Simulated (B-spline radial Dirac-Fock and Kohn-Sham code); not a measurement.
## Auger decay of the 2p3/2 hole in Ho³⁺

System: the Ho³⁺ ion, [Xe] 4f10.

These are calculated numbers from a B-spline atomic structure program; the model is independent-particle radiative and Coulomb Auger rates from relativistic LDA hole-state orbitals, with Dirac-Fock energies. Kinetic energies are configuration averages from the vacuum level; the two-hole energies are estimated from single-hole states.

| transition | kinetic energy (eV) | width (meV) | share (%) |
| --- | --- | --- | --- |
| L3-M1M3 | 4105.6 | 95.9 | 3.0 |
| L3-M2M3 | 4307.4 | 164 | 5.1 |
| L3-M3M3 | 4487.3 | 213 | 6.6 |
| L3-M2M5 | 4694.9 | 95.8 | 3.0 |
| L3-M3M4 | 4838.7 | 233 | 7.2 |
| L3-M3M5 | 4881.0 | 339 | 10.4 |
| L3-M4M5 | 5225.2 | 679 | 20.9 |
| L3-M5M5 | 5265.3 | 446 | 13.8 |
| L3-M5N4 | 6476.5 | 109 | 3.4 |
| L3-M5N5 | 6484.7 | 134 | 4.1 |

The listed channels hold 77 % of the non-radiative rate. Summed by principal shells, of 3.24 eV in all: LMM 72.2 %, LMN 24.3 %, LNN 2.0 %, LMO 1.3 %, LNO 0.2 %.
